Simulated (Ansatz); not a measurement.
The lowest doublet and quartet of C2H3 (SMILES [C]C); geometries from B3LYP-D3(BJ)/def2-TZVP, each state relaxed from the structure named, with no frequency check.
Doublet (charge 0, multiplicity 2):
```xyz
5

C      0.8865     0.1959     0.2224
C     -0.4694    -0.1414    -0.1039
H     -0.6236    -0.8892    -0.8944
H     -0.7142     0.8512    -0.5511
H     -1.1649    -0.2889     0.7341
```

A positive gap puts the quartet lower; no zero-point energy. U- takes an unrestricted doublet. The quartet is unrestricted in single-reference levels. Active spaces average the two states.

Cores are frozen in the correlated methods.

Run with Ansatz (Gaussian orbitals). Each number belongs to the level named beside it.

```tsv
level	gap E(doublet) − E(quartet), vertical, at the doublet's geometry (kJ/mol)
U-HF/cc-pVQZ (spin-contaminated)	-59.8
U-PBE/def2-TZVPP	-156.2
U-wB97M-V/def2-TZVPP	-177.1
U-SCS-MP2/cc-pVQZ (spin-contaminated)	…
U-CCSD(T)/cc-pVQZ (spin-contaminated)	-154.0
SC-NEVPT2 on SA-CASSCF(3,3)/cc-pVDZ	…
SC-NEVPT2 on SA-CASSCF(3,3)/cc-pVQZ	-152.0
FIC-NEVPT4(SD) on SA-CASSCF(3,3)/cc-pVTZ	-150.4
FIC-MRCISD+Q on SA-CASSCF(3,3)/cc-pVTZ	-148.8
```

Task: Fill in the missing entries.

Result: 
- U-SCS-MP2/cc-pVQZ (spin-contaminated), gap E(doublet) − E(quartet), vertical, at the doublet's geometry (kJ/mol): -159.9
- SC-NEVPT2 on SA-CASSCF(3,3)/cc-pVDZ, gap E(doublet) − E(quartet), vertical, at the doublet's geometry (kJ/mol): -131.0

Ansatz is a program for electronic structure.
